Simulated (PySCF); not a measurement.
CH9N3Si, SMILES [SiH](N)(CN)N. Geometry optimised at r2SCAN-D4/def2-SVP. The structure was generated by enumeration, and PubChem lists no compound with its InChIKey, so it may never have been made. Other conformers were not sampled.

Computed equilibrium geometry at r2SCAN-D4/def2-SVP (PySCF confirms it by a frequency run) as a Z-matrix (one conformer of several):
```
Si
N 1 1.7298
H 2 1.0136 1 121.57
H 2 1.0147 3 111.79 1 154.81
N 1 1.7376 2 104.89 3 -155.28
H 5 1.0163 1 119.61 2 -170.04
H 5 1.0164 6 110.14 1 142.58
H 1 1.5049 2 104.45 3 -30.60
C 1 1.8937 8 110.52 2 -124.74
H 9 1.1055 1 110.59 8 48.00
H 9 1.1076 10 104.42 1 119.41
N 9 1.4771 10 108.73 11 115.95
H 12 1.0227 9 108.27 10 62.73
H 12 1.0231 13 104.21 9 -115.07
```
Charge 0, spin multiplicity 1.
